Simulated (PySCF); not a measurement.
```xyz
6
charge 0 multiplicity 2, angstrom
Mo    0.0000    0.0000    0.0166
H     0.0000    0.0000    1.7254
H     1.4265    0.0000   -0.8355
H     0.0000    1.4265   -0.8355
H    -1.4265    0.0000   -0.8355
H     0.0000   -1.4265   -0.8355
```

Method: UPBE0/[Mo def2-TZVP with ECP28, H def2-TZVP], scalar-relativistic core potentials, density fitting, no spin–orbit coupling, PySCF.

This geometry of MoH5 is a stationary point at this level.

Problem. What is the point group?

Solution. C4v.

Problem. Is it a minimum?

Solution. No: it has 2 imaginary modes (one degenerate set), at 271i cm⁻¹ (e).

Problem. List the harmonic modes with their infrared intensities.

Solution. 
```tsv
symmetry	ω (cm⁻¹)	IR (km/mol, summed over degenerate members)	type
e	271i	–	bend
b2	680	0.0	bend
e	892	107	bend
a1	906	2.4	bend
b1	943	0.0	bend
a1	1897	282	stretch
b1	1948	0.0	stretch
e	2007	368	stretch
a1	2032	58.7	stretch
```

Problem. What are the dipole moment and the gap between the highest occupied and lowest empty levels of either spin?

Solution. 1.53 D and 4.16 eV.

Problem. Give the atomic charges and bond orders.

Solution. 
| atom | Mulliken | Löwdin | polar tensor | spin (Mulliken) | Mayer order to Mo1 |
| --- | --- | --- | --- | --- | --- |
| Mo1 | 0.11 | 0.02 | 0.92 | 1.32 | – |
| H2 | -0.12 | -0.05 | -0.28 | -0.05 | 0.98 |
| H3,4,5,6 | 0.00 | 0.01 | -0.16 | -0.07 | 0.97 |

In C4v the vibrations span 3e + b2 + 3a1 + 2b1. The b1, b2 modes carry no infrared intensity, as symmetry demands.

Only a few start shapes were tried, so a lower isomer may exist. Open d and f shells are described by one determinant, and the ground state may have another occupation or spin. At this level a doublet minimum of Cs symmetry lies 14 kJ/mol below this structure.
